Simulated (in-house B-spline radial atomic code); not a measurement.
**RPA and G0W0 on wB97X: the boron ion B⁺**

Configuration [He] 2s2, mean-field start wB97X. Computed with a B-spline radial code for spherical atoms: all electrons, scalar-relativistic (spin-free one-electron X2C), finite nucleus, each spin shell either full or empty, empty states to l = 9 with an (l + 1/2)⁻⁴ tail; G0W0 by contour deformation at full frequency.

Command:
```bash
python run_gw.py task.json out
```
Settings (radii: box in bohr, nucleus in fm):
```
Z                        5
electrons                4
configuration            [He] 2s2
hamiltonian              x2c
method                   wb97x
lmax                     9
rms_radius               2.406
spin_polarised           False
box_radius               23.78
intervals                73
ion_configuration        [He] 2s1
```

Run time, properties included: 2.2 s on 1 thread of Arm Neoverse V1, on a shared host.

Energies (hartree):

| term | value |
| --- | --- |
| mean-field total | -24.34798 |
| Hartree-Fock functional on these orbitals | -24.24310 |
| direct second order | -0.19171 |
| second-order exchange | 0.093641 |
| SOSEX correction | 0.080761 |

What is the RPA correlation energy, and what remains with SOSEX?

RPA gives -0.16516 hartree (-1.12 eV per electron); RPA + SOSEX gives -0.084395, and the second-order doubles -0.098067 hartree (no singles). SOSEX takes back 49 % of the RPA value.

Quasi-particle levels (eV):

| level | occupied | mean field | Σx - vxc | Σc | QP weight | G0W0 |
| --- | --- | --- | --- | --- | --- | --- |
| 2s | yes | -23.315 | -0.44 | ? | ? | ? |
| 2p | no | -9.272 | 2.00 | -1.27 | 0.956 | -8.546 |

G0W0 = mean field + (Σx - vxc) + Σc, with Σc (partial-wave tail included) taken at the quasi-particle energy. Levels of low weight are left out.

Where does G0W0 put 2s?

At -25.027 eV, with Σc = -1.28 eV and a quasi-particle weight of 0.949. The tabulated removal energy is 25.155 eV (NIST, measured).

What does it cost to remove one electron (to [He] 2s1) by differences of total energies, each species on its own start (correlation terms add to the Hartree-Fock functional)?

wB97X 24.268 eV, Hartree-Fock functional 23.444 eV, + RPA 24.853 eV, + RPA + SOSEX 24.468 eV, + second order 24.765 eV. Tabulated: 25.155 eV (NIST, measured).
